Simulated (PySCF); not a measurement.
# Removing the step error of a finite difference

System: nitrogen trifluoride (F3N), singlet, geometry from GFN2-xTB, atoms displaced at random by about 0.08 Å a coordinate. Level: HF/6-31G, gradient run with PySCF. Sums are taken with unrounded values, so a last digit can differ.

Central differences of the energy along x of atom 2 gave a gradient component of 0.111495 Eh/bohr at step 0.05 and 0.117926 Eh/bohr at step 0.2 (atomic units).

Problem. Extrapolate to zero step.

Solution. The leading error of a symmetric difference goes as h², so A(h) = A0 + c h². Then c = (0.117926 - (0.111495))/(0.2² - 0.05²) = 0.172 (atomic units) and A0 = 0.111495 - c × 0.05² = 0.111066 Eh/bohr. The analytic value from the same program and level is 0.111067 Eh/bohr: the smaller step missed it by 0.000428, the extrapolation by -0.000001.
